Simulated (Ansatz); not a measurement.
Calculated with Ansatz (gas phase, PBE0-D4/def2-TZVP geometries, no zero-point term in ΔE). CCSD(T)/CBS is the MP2 limit (def2-TZVPP, def2-QZVPP) plus CCSD(T) − MP2 in def2-TZVPP, frozen cores. This one scheme is used for every species. Functionals use def2-TZVPP. B3LYP here is the variant with VWN-RPA as its local correlation; programs differ in this. Each species was taken in one conformer, which may not be the lowest.

Reaction (formal hydrolysis of a C–Cl bond): `C[SiH](C)CCl` + H₂O → `C[SiH](C)CO` + HCl

CCSD(T)/CBS gives +0.54 eV.

Question: Another level gave +0.50 eV. Which?
A. PBE0/def2-TZVPP
B. MP2/def2-TZVPP
C. SCS-MP2/def2-TZVPP
D. B3LYP/def2-TZVPP

Answer: C. SCS-MP2/def2-TZVPP 0.50, B3LYP 0.42, PBE0 0.46, MP2/def2-TZVPP 0.55 eV.

Largest T1 diagnostic among the species: 0.010.

The D4 term adds +0.05 eV with B3LYP and +0.03 eV with PBE0; it sums over pairs of atoms, weighted by their polarisabilities, and B3LYP, whose exchange is more repulsive, gets the larger term. In def2-TZVPP, CCSD(T) changes the Hartree–Fock value by +0.05 eV (the triples alone add +0.01 eV) and MP2 by +0.12 eV.
